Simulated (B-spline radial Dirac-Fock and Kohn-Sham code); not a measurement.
# How the settings move the core levels of Sc⁺

ΔSCF core binding energies without Breit or QED terms, calculated with a radial atomic solver. Keys: rel is the Hamiltonian (dirac, or spin-free x2c and nr, where L3 and M5 stand for the whole 2p and 3d shells), method is hf or an exchange,correlation pair (spin-unpolarised, also for the hole states), nuc the nuclear model, radius_factor scales its radius, rmax is the box in bohr, h the logarithmic mesh step, order the B-spline order, points the quadrature points per cell, c_factor scales the speed of light, and damp, ndamp, maxit and tol steer the iteration. The run stops when the commutator error falls below 10·tol·max(1, Z/10), or the numerical noise floor, and the energy has settled to about 1e-8 Ha; the virial ratio is −V/T.

Base input:

```json
{"items": [{"Z": 21, "q": 1, "cfg": [[1, 0, 2], [2, 0, 2], [2, 1, 6], [3, 0, 2], [3, 1, 6], [3, 2, 1], [4, 0, 1]], "A": 45, "rrms": 3.5459, "do": "settings", "holes": ["K", "L3", "M5"],
  "settings": [{"rel": "dirac", "method": "hf", "nuc": "fermi", "radius_factor": 1.0, "rmax": 45.0, "h": 0.3, "order": 8, "points": 10, "c_factor": 1.0, "maxit": 60, "damp": 0.5, "ndamp": 3, "tol": 1e-08}]}]}
```

The ground state converged in 11 iterations, with total energy -763.17581 Ha, virial ratio 1.99044 and highest orbital energy -12.13 eV. ΔSCF binding energies: K (1s) 4513.7 eV, L3 (2p3/2) 418.7 eV. Holes are computed only in closed shells, and unreliable hole states are left out.

Changes from the base run:

```
                               changed setting  Δ total energy (Ha)  Δ K (eV)  Δ L3 (eV)  iterations
                                  tol = 0.0001              0.00000      0.00       0.00           9
                           method = "rpbe,pbe"             -0.80590    +14.45      -0.13          10
                                    rel = "nr"             +3.64181    -26.42      +1.11          11
radius_factor = 1.2; order = 6; c_factor = 2.0                    ?         ?          ?           ?
       nuc = "sphere"; order = 6; tol = 0.0001             +0.00001      0.00       0.00           9
                                nuc = "sphere"              0.00000      0.00       0.00          11
                           radius_factor = 1.2             +0.00062     -0.01       0.00          11
```

Question: What does the change radius_factor = 1.2; order = 6; c_factor = 2.0 do?

Answer: The total energy moves by +2.74060 Ha and the binding energies by K -19.89 eV, L3 +0.83 eV; the run takes 11 iterations.
